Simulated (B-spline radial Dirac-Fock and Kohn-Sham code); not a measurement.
**Mn³⁺: photoemission with 600 eV photons**

System: the Mn³⁺ ion in the configuration [Ar] 3d4.

These are calculated numbers from an atomic code on a B-spline grid; the model is independent-particle photoionisation in a Dirac-Hartree-Slater potential with a Latter tail, all multipoles, thresholds from Dirac-Fock ΔSCF. The asymmetry parameter β is from the dipole term alone. Kinetic energies are from the vacuum level. Open shells are spread statistically over j, without multiplet splitting.

The last column is dσ/dΩ = σ/(4π) · [1 − (β/2) P₂(cos θ)] at θ = 0° from the beam of unpolarised light.

```tsv
subshell	electrons	binding (eV)	kinetic (eV)	σ (kb)	β	dσ/dΩ (kb/sr)
M1 (3s)	2	139.5	460.5	51.4	2.00	≈ 0
M2 (3p1/2)	2	102.4	497.6	57.9	1.62	0.880
M3 (3p3/2)	4	101.1	498.9	114	1.63	1.70
M4 (3d3/2)	1.6	49.01	551.0	13.1	1.17	0.432
M5 (3d5/2)	2.4	48.88	551.1	19.5	1.17	0.646
```

Branching ratios of the spin-orbit partners (statistical value in brackets): 3p 1.97 (2.00), 3d 1.48 (1.50).
